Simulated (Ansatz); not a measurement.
BH3N (SMILES B=[NH2+]) moved off its minimum; all values from Ansatz (a program for electronic structure), cores frozen in correlated methods.
(charge 1, multiplicity 1)
```xyz
5

B      0.7318    -0.0060     0.2678
N     -0.4655     0.0548    -0.1517
H      1.8047    -0.1173     0.7969
H     -0.9114     0.9087    -0.4237
H     -1.0898    -0.7307    -0.5094
```

### Question
Give the forces (eV/Å), the total energy and the dipole at CCSD(T)/aug-cc-pVTZ.

### Answer

| atom | Fx | Fy | Fz |
|---|---|---|---|
| B1 | 3.717 | -0.614 | 1.866 |
| N2 | -4.041 | -1.439 | -2.153 |
| H3 | -0.623 | 0.175 | -0.500 |
| H4 | -0.282 | 1.042 | -0.018 |
| H5 | 1.229 | 0.836 | 0.804 |
Energy -80.9562 hartree.
